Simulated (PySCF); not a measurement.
Species: CH₈N₂Si.
SMILES with atom numbers: `[CH3:1][NH:2][SiH2:3][NH2:4]` (hydrogens: H5, H6, H7 on C1; H8 on N2; H9, H10 on Si3; H11, H12 on N4)

All values: PBE0/pcSseg-1 and CAM-B3LYP/def2-SVPD (PySCF, non-relativistic), on one gas-phase PBE0-D3(BJ)/def2-SVP geometry that isn't relaxed in the solvent. The solvent is an IEF-PCM continuum (Bondi radii, 1.10 Å for H, scaled by 1.2). The model holds no explicit solvent molecules, cavitation or dispersion.

Gas phase at PBE0/pcSseg-1: HOMO -6.54 eV, LUMO 1.29 eV, dipole 0.97 D.

**Question.** What does the continuum do to the energy, the frontier levels and the dipole at PBE0/pcSseg-1 in tetrahydrofuran and methanol?

**Answer.** 
```tsv
solvent	ε	E(solvent) − E(gas) (kcal/mol)	polarisation term (kcal/mol)	distortion of the solute (kcal/mol)	HOMO (eV)	LUMO (eV)	dipole (D)
tetrahydrofuran	7.426	-3.12	-3.32	0.20	-6.55	1.35	1.14
methanol	32.61	-3.74	-4.02	0.28	-6.57	1.35	1.17
```

The polarisation term is half the interaction of the solute with the surface charges that it induces; the rest is the cost of distorting the solute's density. The sum is the electrostatic part of solvation alone. From tetrahydrofuran to methanol the lowering changes by a factor 1.20, Onsager's factor (ε − 1)/(2ε + 1) by 1.18 and ε itself by 4.4.

**Question.** Which Mulliken charges (PBE0/pcSseg-1) respond most in methanol (means over atoms taken as equivalent)?

**Answer.** 
| atoms | environment | gas (e) | solvent (e) | change |
| --- | --- | --- | --- | --- |
| N4 | silicon-bound nitrogen | -0.646 | -0.667 | -0.021 |
| H11/H12 | N–H hydrogen | +0.196 | +0.214 | +0.018 |
| H9/H10 | Si–H hydrogen | -0.161 | -0.178 | -0.017 |
| H8 | N–H hydrogen | +0.195 | +0.212 | +0.017 |
| N2 | silicon-bound nitrogen | -0.694 | -0.707 | -0.013 |
| C1 | N-methyl carbon | -0.093 | -0.101 | -0.008 |
| Si3 | SiH2 silicon | +0.846 | +0.852 | +0.006 |
| H5/H6/H7 | methyl hydrogen | +0.107 | +0.113 | +0.006 |

**Question.** How do the nuclear quadrupole coupling constants eQVzz/h respond in methanol?

**Answer.** 
```tsv
nucleus	Q (barn)	gas (MHz)	solvent (MHz)	η gas	η solvent
14N at N2	0.02044	-5.10	-4.96	0.38	0.38
14N at N4	0.02044	-4.59	-4.37	0.32	0.30
```

Gas phase at CAM-B3LYP/def2-SVPD: HOMO -8.02 eV, LUMO 1.30 eV, dipole 0.85 D.

**Question.** What does the continuum do to the energy, the frontier levels and the dipole at CAM-B3LYP/def2-SVPD in methanol?

**Answer.** 
```
 solvent      ε  E(solvent) − E(gas) (kcal/mol)  polarisation term (kcal/mol)  distortion of the solute (kcal/mol)  HOMO (eV)  LUMO (eV)  dipole (D)
methanol  32.61                           -3.56                         -3.88                                 0.32      -8.00       1.41        1.04
```

**Question.** How does the static polarisability (CAM-B3LYP/def2-SVPD, frozen core, with the continuum's full static response) change?

**Answer.** 
```
  medium  isotropic (au)  principal values (au)  ⟨r²⟩ of the electrons (bohr²)
     gas            57.6       51.4, 54.6, 67.0                          502.6
methanol            75.8       70.2, 74.2, 82.9                          502.0
```

The isotropic value in methanol is 1.31 times the gas-phase one; no cavity-field correction is applied. ⟨r²⟩ is taken about the centre of nuclear charge.

Conformer computed: `[CH3:1][NH:2][SiH2:3][NH2:4]`: C1–N2–Si3–N4 -153°, H–N4–Si3–N2 -149°, H–N4–Si3–N2 62°.
